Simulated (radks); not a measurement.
Spin polarisation of the 5d3 shell in Ta. Start: [Xe] 4f14 5d(up 1.5, down 1.5) 6s2; electrons of 5d are moved from spin down to spin up, other shells keep equal spins. Calculated with a radial shooting solver on a logarithmic mesh with Libxc functionals: scalar-relativistic Kohn-Sham, BLYP, spin-polarised, spherical densities, point nucleus.

moment (Bohr magnetons)  E - E(0) (eV)  e(5d up) (eV)  e(5d down) (eV)  6s down minus up (eV)
0                                0.000         -3.452           -3.452                 0.000
0.75                            -0.069         -3.621           -3.257                  0.232
1.5                             -0.273         -3.762           -3.040                  0.459
2.25                            -0.608         -3.870           -2.805                  0.676
3                               -1.069         -3.941           -2.553                  0.880

At moment 3 the spin-polarisation energy is -1.069 eV and the 5d exchange splitting 1.388 eV, that is 0.463 eV per Bohr magneton; E = -I m^2/4 would give I = 0.475 eV.
